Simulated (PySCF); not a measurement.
Members of the series B-XY, Y = methyl; each row names its spin state. Isolated molecules, 0 K electronic values unless said otherwise. One relaxed conformer stands for each flexible species; it need not be the lowest. Strings in code marks are SMILES.

Quantity: adiabatic spin-state energy, in kcal/mol.

A: `C[B-]F`: multiplicity 3 minus multiplicity 1
B: `C[B-]C`: multiplicity 3 minus multiplicity 1
C: `C[B-]O`: multiplicity 3 minus multiplicity 1
D: `C[B-]Cl`: multiplicity 3 minus multiplicity 1
E: `B[B-]C`: multiplicity 3 minus multiplicity 1
F: `C[B-]N`: multiplicity 3 minus multiplicity 1

Task: Order them by adiabatic spin-state energy (lowest first) at the level B3LYP-D3(BJ)/def2-TZVPD (PySCF).

Result: B (15.2 kcal/mol), E (16.6 kcal/mol), D (18.9 kcal/mol), F (20.9 kcal/mol), C (23.4 kcal/mol), A (27.6 kcal/mol)
